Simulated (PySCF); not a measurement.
C6H6O, SMILES C#C[C@H]1COC1=C.

The structure is a stationary point at ωB97X-D3(BJ)/def2-SVP. The structure was generated by enumeration; whether it is a known compound was not checked.

Method: ωB97X-D3(BJ)/def2-SVP run with PySCF 2.14.0.

No scaling factor is applied to the harmonic values.

Problem. Estimate the vibrational spectrum. (The exact figures need the calculation; the answer reports its results.)

Solution. 
| mode | ν (cm⁻¹) | IR (km/mol) | moving atoms (share of kinetic energy) |
|---|---|---|---|
| 1 | 102 | 3.0 | O 41 %, C 39 %, H 20 % |
| 2 | 137 | 0.7 | C 73 %, H 21 % |
| 3 | 218 | 3.5 | C 68 %, H 31 % |
| 4 | 350 | 1.2 | C 60 %, H 30 %, O 9 % |
| 5 | 429 | 3.5 | C 71 %, H 24 % |
| 6 | 518 | 11.3 | C 76 %, H 20 % |
| 7 | 610 | 8.0 | C 69 %, H 21 %, O 10 % |
| 8 | 714 | 1.5 | H 68 %, C 26 % |
| 9 | 729 | 3.3 | H 46 %, C 45 %, O 9 % |
| 10 | 731 | 32.3 | H 71 %, C 27 % |
| 11 | 745 | 29.7 | H 75 %, C 25 % |
| 12 | 832 | 12.2 | C 59 %, H 39 % |
| 13 | 850 | 48.3 | H 67 %, C 33 % |
| 14 | 925 | 20.6 | H 50 %, C 30 %, O 20 % |
| 15 | 967 | 7.4 | C 54 %, H 31 %, O 15 % |
| 16 | 1061 | 88.8 | C 49 %, O 30 %, H 22 % |
| 17 | 1087 | 50.7 | C 56 %, H 28 %, O 16 % |
| 18 | 1112 | 4.3 | C 47 %, H 44 %, O 9 % |
| 19 | 1175 | 1.5 | H 88 % |
| 20 | 1208 | 14.2 | H 70 %, C 29 % |
| 21 | 1242 | 66.4 | C 58 %, H 36 % |
| 22 | 1334 | 13.8 | H 59 %, C 36 % |
| 23 | 1397 | 16.2 | H 65 %, C 30 % |
| 24 | 1405 | 6.3 | H 60 %, C 40 % |
| 25 | 1509 | 2.3 | H 90 %, C 10 % |
| 26 | 1823 | 187.0 | C 94 % |
| 27 | 2277 | 1.8 | C 90 %, H 10 % |
| 28 | 3100 | 41.6 | H 95 % |
| 29 | 3119 | 1.7 | H 92 % |
| 30 | 3175 | 18.1 | H 89 %, C 11 % |
| 31 | 3198 | 1.5 | H 94 % |
| 32 | 3307 | 0.1 | H 89 %, C 11 % |
| 33 | 3485 | 72.5 | H 85 %, C 15 % |
